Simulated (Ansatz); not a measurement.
Compare A (`[OH][GeH2][GeH3]`) with its isomer B (`[GeH3][O][GeH3]`).

Program: Ansatz. Geometries: PBE0-D4/def2-TZVP. ΔE: electronic, gas phase. CCSD(T)/CBS adds triple-zeta CCSD(T) − MP2 to the extrapolated MP2 energy (def2 sets, frozen cores). Functionals use def2-TZVPP. B3LYP here is the variant with VWN-RPA as its local correlation; programs differ in this. For Ge outer-core shells are correlated without core-valence functions, which leaves a few kJ/mol of doubt a bond. Scalar relativity is left out up to krypton. Each species was taken in one conformer, which may not be the lowest.

A:

Z-matrix (Å, degrees):
```
Ge
Ge 1 2.430
O 1 1.789 2 110.1
H 1 1.535 2 112.5 3 115.1
H 1 1.545 2 110.9 3 -121.1
H 2 1.538 1 110.5 3 176.8
H 2 1.539 1 109.7 3 57.4
H 2 1.536 1 110.6 3 -62.5
H 3 0.960 1 112.4 2 -65.4
```

B:

Z-matrix (Å, degrees):
```
Ge
O 1 1.773
H 1 1.533 2 105.7
H 1 1.541 2 109.2 3 119.8
H 1 1.541 2 109.2 3 -119.8
Ge 2 1.773 1 127.5 3 180.0
H 6 1.533 2 105.7 1 180.0
H 6 1.541 2 109.2 1 60.1
H 6 1.541 2 109.2 1 -60.2
```

Which isomer does CCSD(T)/CBS put lower? Give the gap. (Best estimate.)

Ansatz gave: B, by 2.6 kJ/mol.

Give E(B) − E(A) in kJ/mol with HF/def2-TZVPP, B2PLYP, MP2/def2-TZVPP, PBE-D4, B3LYP-D4, PBE0-D4, BLYP-D4. (Estimate.)

Computed: HF/def2-TZVPP -24.7, B2PLYP -5.7, MP2/def2-TZVPP -9.0, PBE-D4 12.9, B3LYP-D4 -0.6, PBE0-D4 8.4, BLYP-D4 2.0. The order is the other way round with PBE-D4, PBE0-D4, BLYP-D4.

Does the order hold for the free energy at 298.15 K (harmonic terms from PBE0-D4)? (Best estimate.)

Computed: Yes: G(B) − G(A) = -8.5 kJ/mol, for one conformer each. Modes under 60 cm⁻¹, often nearly free rotors, make the harmonic entropy too high.

Largest T1 diagnostic: 0.012.

In def2-TZVPP, CCSD(T) changes the Hartree–Fock value by +18.1 kJ/mol (the triples alone add +0.8 kJ/mol) and MP2 by +15.7 kJ/mol. At CCSD(T), def2-SVP lies −17.9 kJ/mol from the extrapolated value and def2-TZVPP −4.1 kJ/mol.
